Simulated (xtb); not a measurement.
C8H12Sn (SMILES C=[CH][Sn]([CH]=C)([CH]=C)[CH]=C), singlet, at a GFN2-xTB geometry (such geometries of metal compounds can be far from the true shape); GFN1-xTB run with xtb.

Input for xtb:
```
$ xtb mol.xyz --gfn 1 --etemp 10000 --json

# file mol.xyz
21

C     -2.34956217     1.98384491    -0.10175669
C     -1.31431038     1.62809920     0.63354554
Sn     0.11122402     0.07558467     0.09454479
C     -0.30611682    -1.70543337     1.27356854
C     -1.40849447    -1.90148357     1.97024161
C     -0.05378305    -0.38416470    -2.02350741
C     -0.48326960    -1.52892442    -2.51764415
C      2.12594803     0.77630803     0.52546259
C      3.14597075     0.69349121    -0.30643983
H     -2.56400531     1.52412988    -1.05263064
H     -3.03546011     2.75783006     0.21275599
H     -1.14440948     2.12330475     1.58003164
H      0.45915531    -2.46966498     1.26446482
H     -2.19855318    -1.16972481     2.01274545
H     -1.57413943    -2.80792449     2.53531719
H      0.23777051     0.40764976    -2.70055144
H     -0.78748174    -2.34847672    -1.88748130
H     -0.55216069    -1.70204623    -3.58252119
H      2.27726639     1.21717371     1.50148224
H      4.12960787     1.05481756    -0.04166517
H      3.05291553     0.26327375    -1.29000798
```

Output, abridged:

```
   ID    Z sym.   atoms
    1    6 C      1, 2, 4-9
    2   50 Sn     3
    3    1 H      10-21

           -------------------------------------------------
          |                Calculation Setup                |
           -------------------------------------------------

           -------------------------------------------------
          |                 G F N 1 - x T B                 |
           -------------------------------------------------

          ...................................................
          :                      SETUP                      :
          :.................................................:
          :  # basis functions                  66          :
          :  # atomic orbitals                  65          :
          :  # shells                           43          :
          :  # electrons                        48          :
          :  # halogen bonds                     0          :
          :  max. iterations                   250          :
          :  Hamiltonian                  GFN1-xTB          :
          :  restarted?                      false          :
          :  GBSA solvation                  false          :
          :  PC potential                    false          :
          :  electronic temp.        10000.0000000     K    :
          :  accuracy                    1.0000000          :
          :  -> integral cutoff          0.2500000E+02      :
          :  -> integral neglect         0.1000000E-07      :
          :  -> SCF convergence          0.1000000E-05 Eh   :
          :  -> wf. convergence          0.2000000E-04 e    :
          :  Broyden damping             0.4000000          :
          :  net charge                          0          :
          :  unpaired electrons                  0          :
          ...................................................

 iter      E             dE          RMSdq      gap      omega  full diag
   1    -26.0813076 -0.260813E+02  0.837E+00    4.39       0.0  T
   2    -26.1431223 -0.618147E-01  0.510E+00    4.37       1.0  T
   3    -26.1422570  0.865299E-03  0.779E-01    4.32       1.0  T
   4    -26.1458068 -0.354980E-02  0.270E-01    4.31       1.0  T
   5    -26.1467537 -0.946924E-03  0.525E-02    4.32       1.0  T
   6    -26.1467754 -0.216773E-04  0.207E-02    4.34       1.1  T
   7    -26.1467928 -0.173839E-04  0.162E-03    4.33      13.5  T
   8    -26.1467928 -0.179828E-07  0.279E-04    4.33      78.2  T
   9    -26.1467928 -0.260289E-08  0.659E-05    4.33     331.3  T
  10    -26.1467928 -0.599449E-10  0.294E-05    4.33     741.3  T

   *** convergence criteria satisfied after 10 iterations ***

         :::::::::::::::::::::::::::::::::::::::::::::::::::::
         ::                     SUMMARY                     ::
         :::::::::::::::::::::::::::::::::::::::::::::::::::::
         :: total energy             -25.720795861171 Eh    ::
         :: gradient norm              0.062901526650 Eh/a0 ::
         :: HOMO-LUMO gap              4.331122326144 eV    ::
         ::.................................................::
         :: SCC energy               -26.146792786828 Eh    ::
         :: -> electrostatic           0.002011695997 Eh    ::
         :: repulsion energy           0.435946287475 Eh    ::
         :: dispersion energy         -0.009949361818 Eh    ::
         :: halogen bond corr.         0.000000000000 Eh    ::
         :: add. restraining           0.000000000000 Eh    ::
         :: total charge              -0.000000000000 e     ::
         :::::::::::::::::::::::::::::::::::::::::::::::::::::

           -------------------------------------------------
          |                Property Printout                |
           -------------------------------------------------

    * Orbital Energies and Occupations

         #    Occupation            Energy/Eh            Energy/eV
      -------------------------------------------------------------
         1        2.0000           -0.9430649             -25.6621
       ...           ...                  ...                  ...
        12        1.9971           -0.5450212             -14.8308
        13        1.9962           -0.5366505             -14.6030
        14        1.9902           -0.5065564             -13.7841
        15        1.9902           -0.5063802             -13.7793
        16        1.9893           -0.5035026             -13.7010
        17        1.9873           -0.4980548             -13.5528
        18        1.9501           -0.4542420             -12.3606
        19        1.9483           -0.4530550             -12.3283
        20        1.9446           -0.4508481             -12.2682
        21        1.9402           -0.4483142             -12.1992
        22        1.8842           -0.4264794             -11.6051
        23        1.8806           -0.4254585             -11.5773
        24        1.8777           -0.4246387             -11.5550 (HOMO)
        25        0.1831           -0.2654729              -7.2239 (LUMO)
        26        0.1455           -0.2575534              -7.0084
        27        0.1361           -0.2552831              -6.9466
        28        0.1078           -0.2474152              -6.7325
        29        0.0409           -0.2156558              -5.8683
        30        0.0057           -0.1528544              -4.1594
        31        0.0036           -0.1378481              -3.7510
        32        0.0032           -0.1342905              -3.6542
        33        0.0015           -0.1096198              -2.9829
        34        0.0013           -0.1046567              -2.8479
        35        0.0012           -0.1032885              -2.8106
       ...           ...                  ...                  ...
        65                          0.6739290              18.3385
      -------------------------------------------------------------
                  HL-Gap            0.1591658 Eh            4.3311 eV
             Fermi-level           -0.3381479 Eh           -9.2015 eV

  Mulliken/CM5 charges         n(s)   n(p)   n(d)
     1C    -0.06047 -0.16336   1.050  3.010  0.000
     2C    -0.08155 -0.14351   1.108  2.973  0.000
     3Sn    0.19343  0.19901   1.913  1.768  0.125
     4C    -0.08129 -0.14321   1.109  2.973  0.000
     5C    -0.06054 -0.16338   1.050  3.010  0.000
     6C    -0.08090 -0.14298   1.108  2.973  0.000
     7C    -0.06039 -0.16326   1.050  3.010  0.000
     8C    -0.08194 -0.14374   1.109  2.973  0.000
     9C    -0.06083 -0.16373   1.050  3.011  0.000
    10H     0.02778  0.08222   0.972  0.000  0.000
    11H     0.03522  0.08812   0.965  0.000  0.000
    12H     0.03044  0.08650   0.970  0.000  0.000
    13H     0.03066  0.08671   0.969  0.000  0.000
    14H     0.02789  0.08238   0.972  0.000  0.000
    15H     0.03532  0.08822   0.965  0.000  0.000
    16H     0.03057  0.08670   0.969  0.000  0.000
    17H     0.02789  0.08235   0.972  0.000  0.000
    18H     0.03523  0.08811   0.965  0.000  0.000
    19H     0.03057  0.08660   0.969  0.000  0.000
    20H     0.03535  0.08826   0.965  0.000  0.000
    21H     0.02754  0.08197   0.972  0.000  0.000

Wiberg/Mayer (AO) data.
largest (>0.10) Wiberg bond orders for each atom

 ---------------------------------------------------------------------------
     #   Z sym  total        # sym  WBO       # sym  WBO       # sym  WBO
 ---------------------------------------------------------------------------
     1   6 C    3.787 --     2 C    1.834    10 H    0.975    11 H    0.958
     2   6 C    3.712 --     1 C    1.834    12 H    0.972     3 Sn   0.641
     3  50 Sn   2.589 --     8 C    0.643     6 C    0.641     2 C    0.641
                             4 C    0.639
     4   6 C    3.709 --     5 C    1.833    13 H    0.972     3 Sn   0.639
     5   6 C    3.787 --     4 C    1.833    14 H    0.975    15 H    0.958
     6   6 C    3.717 --     7 C    1.832    16 H    0.972     3 Sn   0.641
     7   6 C    3.787 --     6 C    1.832    17 H    0.975    18 H    0.958
     8   6 C    3.708 --     9 C    1.834    19 H    0.972     3 Sn   0.643
     9   6 C    3.787 --     8 C    1.834    21 H    0.975    20 H    0.958
    10   1 H    0.996 --     1 C    0.975
    11   1 H    0.983 --     1 C    0.958
    12   1 H    0.991 --     2 C    0.972
    13   1 H    0.991 --     4 C    0.972
    14   1 H    0.996 --     5 C    0.975
    15   1 H    0.982 --     5 C    0.958
    16   1 H    0.991 --     6 C    0.972
    17   1 H    0.996 --     7 C    0.975
    18   1 H    0.983 --     7 C    0.958
    19   1 H    0.991 --     8 C    0.972
    20   1 H    0.982 --     9 C    0.958
    21   1 H    0.995 --     9 C    0.975
 ---------------------------------------------------------------------------

Topologies differ in total number of bonds
Writing topology from bond orders to xtbtopo.mol

 dipole moment from electron density (au)
     X       Y       Z
  -0.0291  -0.0207  -0.0165  total (Debye):    0.100

           -------------------------------------------------
          | TOTAL ENERGY              -25.720795861171 Eh   |
          | GRADIENT NORM               0.062901526650 Eh/α |
          | HOMO-LUMO GAP               4.331122326144 eV   |
           -------------------------------------------------

normal termination of xtb
```
